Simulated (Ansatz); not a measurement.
`B[Si](F)(Cl)O[SiH3]`, charge 0, multiplicity 1.

(1) Give a relaxed structure at PBE0-D4/def2-TZVP (Ansatz 0.2.0). (An estimate is asked.)

Answers

(1) Computed: 
Z-matrix (Å, degrees):
```
Si
F 1 1.591
Cl 1 2.057 2 106.4
B 1 1.995 2 113.8 3 -113.6
O 1 1.611 2 107.8 3 118.0
H 4 1.193 1 121.0 2 25.2
H 4 1.193 1 119.9 2 -159.4
Si 5 1.647 1 148.0 2 -70.6
H 8 1.484 5 110.1 1 1.2
H 8 1.482 5 108.4 1 -119.2
H 8 1.482 5 108.3 1 121.6
```
This is one stationary point; other conformers may exist.
